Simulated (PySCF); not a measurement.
Sb(Br)2(Me) (CH3Br2Sb), SMILES [CH3][Sb]([Br])[Br].

Coordinates come from a PBE-D3(BJ)/def2-SVP optimisation. The structure was generated by enumeration; whether it is a known compound was not checked. The def2 effective core potentials stand for the cores of Sb; spin–orbit coupling is left out.

The numbers are results of PBE-D3(BJ)/def2-SVP (PySCF), not measurements.

Frequencies are harmonic and unscaled.

Question: Estimate the vibrational spectrum. (An estimate is asked for; the answer gives what the named calculation found.)

Answer: 
| mode | ν (cm⁻¹) | IR (km/mol) | moving atoms (share of kinetic energy) |
|---|---|---|---|
| 1 | 72 | 0.6 | Br 80 %, Sb 17 % |
| 2 | 113 | 0.0 | H 85 %, C 11 % |
| 3 | 135 | 0.0 | C 45 %, H 42 %, Br 11 % |
| 4 | 140 | 1.4 | C 44 %, H 22 %, Sb 18 %, Br 16 % |
| 5 | 238 | 36.9 | Br 56 %, Sb 44 % |
| 6 | 240 | 12.7 | Br 62 %, Sb 38 % |
| 7 | 492 | 18.2 | C 72 %, H 17 %, Sb 11 % |
| 8 | 734 | 8.1 | H 83 %, C 16 % |
| 9 | 737 | 11.6 | H 83 %, C 16 % |
| 10 | 1159 | 1.5 | H 83 %, C 17 % |
| 11 | 1365 | 7.4 | H 95 % |
| 12 | 1370 | 7.1 | H 95 % |
| 13 | 2983 | 0.9 | H 98 % |
| 14 | 3103 | 0.4 | H 90 %, C 10 % |
| 15 | 3121 | 0.7 | H 90 %, C 10 % |
